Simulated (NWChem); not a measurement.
System: C$_{2}$H$_{6}$BiCl; SMILES [CH3][Bi]([CH3])[Cl]

Here is an NWChem input.

```
start job
memory heap 200 mb stack 900 mb global 1100 mb
geometry units angstroms noautoz
  Bi    -0.278115    -0.244915     0.000000
  Cl     0.124842     2.214777     0.000000
  C      1.236512    -0.653450     1.635567
  H      1.567150    -1.700723     1.568343
  H      2.088604     0.022963     1.486519
  H      0.780634    -0.468438     2.617619
  C      1.236512    -0.653450    -1.635567
  H      0.780634    -0.468438    -2.617619
  H      2.088604     0.022963    -1.486519
  H      1.567150    -1.700723    -1.568343
end
basis spherical
  Bi library def2-svpd
  Cl library def2-svpd
  C library def2-svpd
  H library def2-svpd
end
ecp
  Bi library def2-ecp
end
dft
  xc xpbe96 cpbe96
  iterations 150
  mulliken
end
task dft energy
```

Parts of the log:

```
             Northwest Computational Chemistry Package (NWChem) 7.3.0
             --------------------------------------------------------

 CS  symmetry detected

                             Geometry "geometry" -> ""
                             -------------------------

 Output coordinates in angstroms (scale by  1.889725989 to convert to a.u.)

  No.       Tag          Charge          X              Y              Z
 ---- ---------------- ---------- -------------- -------------- --------------
    1 Bi                  83.0000    -0.30391772     0.28626207     0.00000000
    2 Cl                  17.0000     0.12040882    -2.16983362     0.00000000
    3 C                    6.0000     1.20710020     0.70794993     1.63556700
    4 H                    1.0000     1.52862062     1.75805794     1.56834300
    5 H                    1.0000     2.06504078     0.03897066     1.48651900
    6 H                    1.0000     0.75284794     0.51898148     2.61761900
    7 C                    6.0000     1.20710020     0.70794993    -1.63556700
    8 H                    1.0000     0.75284794     0.51898148    -2.61761900
    9 H                    1.0000     2.06504078     0.03897066    -1.48651900
   10 H                    1.0000     1.52862062     1.75805794    -1.56834300

 Effective nuclear repulsion energy (a.u.)     702.1607056552

      Symmetry information
      --------------------

 Group name             Cs
 Group number              2
 Group order               2
 No. of unique centers     6

 Summary of "ao basis" -> "ao basis" (spherical)
 ------------------------------------------------------------------------------
       Tag                 Description            Shells   Functions and Types
 ---------------- ------------------------------  ------  ---------------------
 Bi                        def2-svpd                12       32   5s4p3d
 Cl                        def2-svpd                11       27   5s4p2d
 C                         def2-svpd                 8       20   4s2p2d
 H                         def2-svpd                 4        8   2s2p

      Symmetry analysis of basis
      --------------------------

        a'         85
        a"         62

            General Information
            -------------------
          SCF calculation type: DFT
          Wavefunction type:  closed shell.
          No. of atoms     :    10
          No. of electrons :    58
           Alpha electrons :    29
            Beta electrons :    29
          Charge           :     0
          Spin multiplicity:     1
          Use of symmetry is: on ; symmetry adaption is: on
          Maximum number of iterations: 150
          AO basis - number of functions:   147
                     number of shells:    63
          Convergence on energy requested:  1.00D-06
          Convergence on density requested:  1.00D-05
          Convergence on gradient requested:  5.00D-04

              XC Information
              --------------
          PerdewBurkeErnzerhof Exchange Functional  1.000
            Perdew 1991 LDA Correlation Functional  1.000 local
           PerdewBurkeErnz. Correlation Functional  1.000 non-local

             Grid Information
             ----------------
          Grid used for XC integration:  medium
          Radial quadrature: Mura-Knowles
          Angular quadrature: Lebedev.
          Tag              B.-S. Rad. Rad. Pts. Rad. Cut. Ang. Pts.
          ---              ---------- --------- --------- ---------
          Bi                  1.60      123          11.0       590
          Cl                  1.00       88          12.0       590
          C                   0.70       49          12.0       434
          H                   0.35       45          13.0       434
          Grid pruning is: on
          Number of quadrature shells:   395
          Spatial weights used:  Erf1

      Superposition of Atomic Density Guess
      -------------------------------------

 Sum of atomic energies:        -782.99388521

      Non-variational initial energy
      ------------------------------

 Total energy =    -752.404276
 1-e energy   =   -1609.090706
 2-e energy   =     606.710714
 HOMO         =      -0.267146
 LUMO         =      -0.023915

      Symmetry analysis of molecular orbitals - initial
      -------------------------------------------------

  Numbering of irreducible representations:

     1 a'          2 a"

  Orbital symmetries:

     1 a'          2 a'          3 a"          4 a'          5 a'
     6 a"          7 a'          8 a'          9 a"         10 a'
    11 a'         12 a"         13 a'         14 a'         15 a'
    16 a"         17 a'         18 a"         19 a'         20 a'
    21 a'         22 a'         23 a"         24 a"         25 a'
    26 a"         27 a'         28 a"         29 a'         30 a'
    31 a"         32 a'         33 a'         34 a'         35 a"
    36 a'         37 a'         38 a"         39 a'

     ---------------------------------------------
      Total Density - Mulliken Population Analysis
     ---------------------------------------------

    Atom       Charge   Shell Charges
 -----------   ------   -------------------------------------------------------
    1 Bi  23    21.60   2.92 -0.87  1.19  0.54  0.01  4.70  1.27  1.15  0.57  9.75  0.34  0.02
    2 Cl  17    17.77   2.00  1.99  1.25  0.71  0.03  5.94  2.20  3.41  0.21  0.01  0.03
    3 C    6     6.56   1.99  0.98  0.07  0.03  2.05  1.42  0.01  0.00
    4 H    1     0.90   0.67  0.13  0.03  0.07
    5 H    1     0.90   0.67  0.13  0.03  0.08
    6 H    1     0.95   0.67  0.18  0.03  0.07
    7 C    6     6.56   1.99  0.98  0.07  0.03  2.05  1.42  0.01  0.00
    8 H    1     0.95   0.67  0.18  0.03  0.07
    9 H    1     0.90   0.67  0.13  0.03  0.08
   10 H    1     0.90   0.67  0.13  0.03  0.07

   convergence    iter        energy       DeltaE   RMS-Dens  Diis-err
 ---------------- ----- ----------------- --------- --------- ---------
 d= 0,ls=0.0,diis     1   -754.1542485032 -1.00D+03  1.47D-02  5.15D-01
 d= 0,ls=0.0,diis     2   -754.0443334561  1.10D-01  8.72D-03  9.80D-01
 d= 0,ls=0.0,diis     3   -754.2014103874 -1.57D-01  2.33D-03  9.04D-02
 d= 0,ls=0.0,diis     4   -754.2165696999 -1.52D-02  6.93D-04  5.04D-03
 d= 0,ls=0.0,diis     5   -754.2172270279 -6.57D-04  2.42D-04  7.29D-04
  Resetting Diis
 d= 0,ls=0.0,diis     6   -754.2173070739 -8.00D-05  8.94D-05  2.87D-04
 d= 0,ls=0.0,diis     7   -754.2173505786 -4.35D-05  4.39D-05  3.62D-06
 d= 0,ls=0.0,diis     8   -754.2173487380  1.84D-06  2.77D-05  1.40D-05
 d= 0,ls=0.0,diis     9   -754.2173513187 -2.58D-06  3.16D-06  1.36D-07
 d= 0,ls=0.0,diis    10   -754.2173513365 -1.78D-08  8.05D-07  1.09D-08

         Total DFT energy =     -754.217351336520
      One electron energy =    -1612.745747469251
           Coulomb energy =      666.696244876255
    Exchange-Corr. energy =      -58.143564936874
 Nuclear repulsion energy =      249.975716193350

 Numeric. integr. density =       57.999989634773

                  Occupations of the irreducible representations
                  ----------------------------------------------

                     irrep           alpha         beta
                     --------     --------     --------
                     a'               19.0         19.0
                     a"               10.0         10.0

                       DFT Final Molecular Orbital Analysis
                       ------------------------------------

 Vector   27  Occ=2.000000D+00  E=-2.688266D-01  Symmetry=a'
              MO Center=  7.6D-02, -1.5D+00, -8.9D-15, r^2= 3.1D+00
   Bfn.  Coefficient  Atom+Function         Bfn.  Coefficient  Atom+Function
  ----- ------------  ---------------      ----- ------------  ---------------
    44      0.465555   2 Cl px               41      0.364631   2 Cl px
    12      0.237736   1 Bi px               45      0.225052   2 Cl py
    38      0.211998   2 Cl px               42      0.166157   2 Cl py
     4     -0.149770   1 Bi s                 3     -0.128638   1 Bi s
     6     -0.119408   1 Bi px               64     -0.111336   3 C  px

 Vector   28  Occ=2.000000D+00  E=-2.455843D-01  Symmetry=a"
              MO Center=  3.7D-01, -1.1D+00,  7.6D-16, r^2= 4.2D+00
   Bfn.  Coefficient  Atom+Function         Bfn.  Coefficient  Atom+Function
  ----- ------------  ---------------      ----- ------------  ---------------
    46      0.490273   2 Cl pz               43      0.382973   2 Cl pz
    40      0.221065   2 Cl pz               14     -0.218538   1 Bi pz
    66      0.170063   3 C  pz              110      0.170063   7 C  pz
    64      0.122258   3 C  px              108     -0.122258   7 C  px
     8      0.108886   1 Bi pz               17     -0.100140   1 Bi pz

 Vector   29  Occ=2.000000D+00  E=-2.271517D-01  Symmetry=a'
              MO Center=  1.6D-01, -2.4D-01, -1.7D-14, r^2= 4.7D+00
   Bfn.  Coefficient  Atom+Function         Bfn.  Coefficient  Atom+Function
  ----- ------------  ---------------      ----- ------------  ---------------
    12      0.369985   1 Bi px               44     -0.346686   2 Cl px
    41     -0.269899   2 Cl px                4     -0.258298   1 Bi s
     3     -0.228195   1 Bi s                64     -0.184965   3 C  px
   108     -0.184965   7 C  px                6     -0.182974   1 Bi px
     1      0.166720   1 Bi s                38     -0.154934   2 Cl px

[...]
```

Level: PBE/def2-SVPD with def2 effective core potentials on Bi. Structure relaxed at the PBE0/def2-SVP level. No frequency run checked for a minimum. def2 effective core potentials on Bi; no spin-orbit coupling.
